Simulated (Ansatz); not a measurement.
Ansatz results at the PBE0-D4/def2-TZVP geometry: HOMO energy (PBE0/def2-TZVPP) -8.14 eV; HOMO energy (ωB97M-V/def2-TZVPP) -10.56 eV; size of the dipole moment (B3LYP/def2-TZVPP) 2.59 D.

Each molecule was computed in one conformer, which needn't be the lowest.

Q: Which molecule gave them?
A. `F[CH2][AlH2]`
B. `C[SiH]([AlH2])N[SiH3]`
C. `NC1(F)O[SiH2]O1`
D. `C[B](F)[AlH2]`

A: C. The others give `C[B](F)[AlH2]`: -7.11, -9.23, 1.25; `C[SiH]([AlH2])N[SiH3]`: -6.98, -8.98, 2.45; `F[CH2][AlH2]`: -7.84, -10.12, 1.55.

B3LYP here is the variant with VWN-RPA as its local correlation; programs differ in this.
